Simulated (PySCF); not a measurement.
# Vibration and rotation of LaI

UHF constants of LaI, triplet, about 0.1 electrons in the 4f shell (Mulliken) (PySCF, scalar-relativistic core potentials, basis sets La def2-TZVPP with ECP46, I def2-TZVPP with ECP28; masses 138.9063 and 126.9045 u):

```
ωe              : 159.6 cm⁻¹
ωexe            : 0.273 cm⁻¹
Be              : 0.027115 cm⁻¹
αe              : 6.43e-05 cm⁻¹
D (centrifugal) : 3.13e-09 cm⁻¹
```

Problem. Give the vibrational terms G(v) and spacings up to v = 6.

Solution. G(v) = ωe(v+½) − ωexe(v+½)².

```json
{"v": "0", "G(v) (cm⁻¹)": "79.7", "G(v) − G(v−1)": "", "Bv (cm⁻¹)": "0.02708"}
{"v": "1", "G(v) (cm⁻¹)": "238.8", "G(v) − G(v−1)": "159.1", "Bv (cm⁻¹)": "0.02702"}
{"v": "2", "G(v) (cm⁻¹)": "397.3", "G(v) − G(v−1)": "158.5", "Bv (cm⁻¹)": "0.02695"}
{"v": "3", "G(v) (cm⁻¹)": "555.3", "G(v) − G(v−1)": "158.0", "Bv (cm⁻¹)": "0.02689"}
{"v": "4", "G(v) (cm⁻¹)": "712.7", "G(v) − G(v−1)": "157.4", "Bv (cm⁻¹)": "0.02683"}
{"v": "5", "G(v) (cm⁻¹)": "869.5", "G(v) − G(v−1)": "156.9", "Bv (cm⁻¹)": "0.02676"}
{"v": "6", "G(v) (cm⁻¹)": "1025.9", "G(v) − G(v−1)": "156.3", "Bv (cm⁻¹)": "0.02670"}
```

These are scalar-relativistic numbers at best; spin–orbit coupling would shift them, the dissociation energy most. Hartree–Fock leaves out correlation, which carries a large part of most bond energies and some tenths to 1 eV of ionisation energies. With d or f electrons several states lie close, and the lowest PBE0 determinant need not be the measured ground state.
